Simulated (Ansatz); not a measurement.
Consider the ligand exchange at the Si–S bond: `N[SiH](F)S` + HCl → `N[SiH](F)Cl` + H₂S.

Program: Ansatz. Geometries: PBE0-D4/def2-TZVP. ΔE: electronic, gas phase. CBS: MP2 limit from def2 TZ/QZ plus the TZ coupled-cluster correction, frozen cores. This one scheme is used for every species. Functionals use def2-TZVPP. B3LYP here is the variant with VWN-RPA as its local correlation; programs differ in this. Each species was taken in one conformer, which may not be the lowest.

```csv
level,ΔE (eV)
PBE-D4,-0.35
B3LYP-D4,-0.42
BLYP,-0.42
PBE0,-0.39
r2SCANh,-0.42
LC-ωPBE,-0.41
RPA@PBE/def2-TZVPP,-0.41
CCSD/def2-TZVPP,-0.43
```

(1) What does CCSD(T)/CBS give? (An estimate is asked.)

(2) What do rigid-rotor, harmonic-oscillator terms from PBE0-D4/def2-TZVP frequencies (298.15 K, 1 bar) make of the CCSD(T)/CBS value? (An estimate is asked.)

Largest T1 diagnostic among the species: 0.011.

Answers

(1) Ansatz gave: -0.41 eV. The listed levels differ from it by 0.06, -0.01, -0.01, 0.02, -0.01, 0.00, 0.00, -0.02 eV.

(2) Ansatz gave: ΔZPE = 0.00 eV, ΔH = -0.41 eV, ΔS = 12 J/(mol·K), ΔG = -0.45 eV.

From BLYP to BHLYP (50 % exact exchange), in def2-TZVPP and without D4, ΔE moves by −0.04 eV. In def2-TZVPP, CCSD(T) changes the Hartree–Fock value by +0.11 eV (the triples alone add +0.02 eV) and MP2 by +0.11 eV. Leaving LDA and LC-ωPBE aside and taking each functional with its dispersion term where it has one, the values, not all of them listed here, spread over 0.10 eV, from BHLYP-D4 to revPBE-D4.
